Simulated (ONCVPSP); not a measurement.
**Varying the ONCV potential for holmium (Ho)**

Base potential:

ONCVPSP 4.0.1 input, shortened (lines: element, Z, core and valence counts, functional; n l f; lmax; l rc ep ncon nbas qcut; lloc lpopt rc5 dvloc0; l nproj debl; icmod fcfact rcfact), PBEsol, scalar-relativistic:

```
  Ho 67.00    9    4  -116133      upf
    1    0    2.00
    2    0    2.00
    2    1    6.00
    3    0    2.00
    3    1    6.00
    3    2   10.00
    4    0    2.00
    4    1    6.00
    4    2   10.00
    4    3   11.00
    5    0    2.00
    5    1    6.00
    6    0    2.00
    3
    0    2.05    0.00    4    7    5.20
    1    2.20    0.00    4    7    7.60
    2    2.00    0.38    4    8    4.90
    3    1.15    0.00    5    9   14.00
    4    5    0.85    0.00
    0    2    2.70
    1    1    1.30
    2    2    0.40
    3    2    0.50
    1    0.40    0.00
```

In the d channel the program set the typed energies aside and used 0.050, 0.450 Ha.

All-electron outer shells of the reference configuration (PBEsol, scalar-relativistic, ld1.x):

```tsv
shell	level (eV)	outermost node (bohr)	outermost maximum (bohr)
5s	-50.42	0.61	1.13
5p	-25.90	0.66	1.29
6s	-3.81	1.54	3.43
4f	-3.19	–	0.53
```

Cutoffs, loose and tight: the cutoffs (Ha) at which the residual kinetic energy of the hardest occupied pseudo-wave falls to 1 and 0.1 mHa per electron. They do not see the model core or the augmentation charge, which bear on the density cutoff. Test errors are all-electron minus pseudo excitation energies from the reference, over the configurations 4f11 5s2 5p6 6s1; 4f11 5s2 5p6 6s0; 4f10 5s2 5p6 6s0; 4f11 5s2 5p6 5d0.5 6s1.5. A dash means not determined; rows that change the core or the reference have their own tests.

A true bound ghost makes a file unfit for plane-wave use even where its test errors are small: the radial tests pick states by their node count and pass the ghost by.

| change | outcome | cutoff, loose | cutoff, tight | bound ghosts | GHOST(+) flags above zero | largest test error (meV) |
| --- | --- | --- | --- | --- | --- | --- |
| base | generated, projector energies reset by the program | 98 Ha | 247 Ha | s, p | none | tests left out (the all-electron energies of this program are off by 10 to 40 meV for near-neutral 4f atoms) |
| all radii but the core radius scaled by about 0.83 (s 1.70, p 1.82, d 1.66, f 0.94 bohr); local potential polynomial inside 0.70 bohr (lpopt 5, dvloc0 0 Ha) | generated, projector energies reset by the program | 361 Ha | 413 Ha | s, p | s, d, f | tests left out (the all-electron energies of this program are off by 10 to 40 meV for near-neutral 4f atoms) |
| all radii but the core radius scaled by about 0.91 (s 1.86, p 2.00, d 1.82, f 1.04 bohr); local potential polynomial inside 0.78 bohr (lpopt 5, dvloc0 0 Ha) | generated, projector energies reset by the program | 260 Ha | 322 Ha | s, p | d | tests left out (the all-electron energies of this program are off by 10 to 40 meV for near-neutral 4f atoms) |
| all radii but the core radius scaled by about 1.11 (s 2.28, p 2.44, d 2.22, f 1.28 bohr); local potential polynomial inside 0.94 bohr (lpopt 5, dvloc0 0 Ha) | generated, projector energies reset by the program | 87 Ha | 103 Ha | s | none | tests left out (the all-electron energies of this program are off by 10 to 40 meV for near-neutral 4f atoms) |
| all radii but the core radius scaled by about 1.23 (s 2.52, p 2.70, d 2.46, f 1.42 bohr); local potential polynomial inside 1.04 bohr (lpopt 5, dvloc0 0 Ha) | generated, projector energies reset by the program | 80 Ha | 90 Ha | s | p | tests left out (the all-electron energies of this program are off by 10 to 40 meV for near-neutral 4f atoms) |
| all radii but the core radius scaled by about 1.29 (s 2.64, p 2.84, d 2.58, f 1.48 bohr); local potential polynomial inside 1.10 bohr (lpopt 5, dvloc0 0 Ha) | generated, projector energies reset by the program | 77 Ha | 86 Ha | s | none | tests left out (the all-electron energies of this program are off by 10 to 40 meV for near-neutral 4f atoms) |

Reading the sweep of the scale of all radii but the core radius (base = 1) (base included, trends over the rows without a ghost): Bound ghosts are found at 0.83, 0.91, 1, 1.11, 1.23, 1.29. Every judged row has one, so this setting neither creates nor removes them.
